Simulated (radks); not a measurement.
Polarisability of the fluorine ion F+, [He] 2s2 2p4, at imaginary frequency. All-electron calculation, non-relativistic Kohn-Sham, LDA (Slater exchange, Perdew-Wang correlation), spin-polarised, spherical densities, point nucleus; open shells are filled with parallel spins first. Program: a radial shooting solver on a logarithmic mesh with Libxc functionals. Response by self-consistent Sternheimer equations with the Hartree and adiabatic LDA kernel.

w (hartree),alpha1(iw) (bohr^3)
0.00266,1.891
0.0143,1.890
0.0360,1.888
0.0697,1.883
0.118,1.869
0.186,1.838
0.280,1.778
0.413,1.669
0.605,1.491
0.892,1.235
1.35,0.9162
2.12,0.5798
3.59,0.2913
6.94,0.1028
17.5,0.01984

Static values: alpha1 = 1.891 bohr^3 (0.2801 angstrom^3; uncoupled 2.333). C6 = 3.540, triple-dipole C9 = 4.749 atomic units. One-pole (London) frequency 4 C6 / (3 alpha1^2) = 1.321 hartree, against 0.963 for minus the highest occupied eigenvalue. The dipole shielding factor is 0.889, as the force sum rule N/Z = 0.889 demands.
